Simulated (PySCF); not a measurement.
## Correlation energy of Cl²⁺ (chlorine, charge +2)

Starting occupation: [Ne] 3s2 3p3, 3p1/2 with m_j = -1/2, +1/2, 3p3/2 with m_j = +3/2. All numbers are calculated (PySCF 2.14, X2C-1e with screened-nucleus spin-orbit coupling, Gaussian nucleus, in x2c-SVPall-2c (4s4p1d, 21 functions)). Frozen: [Ne]; 5 electrons correlated.

MP2 pair energies summed by pair of shells (mhartree):

| pair | energy | share (%) |
| --- | --- | --- |
| 3p-3s | -47.67 | 64.6 |
| 3p-3p | -18.27 | 24.8 |
| 3s-3s | -7.88 | 10.7 |

Total MP2 correlation energy: -73.81 mhartree.

The GHF reference relaxed away from the jj start to a determinant that is no pure jj level (⟨S²⟩ = 3.75, ⟨J²⟩ = 3.75); the energies belong to that determinant.
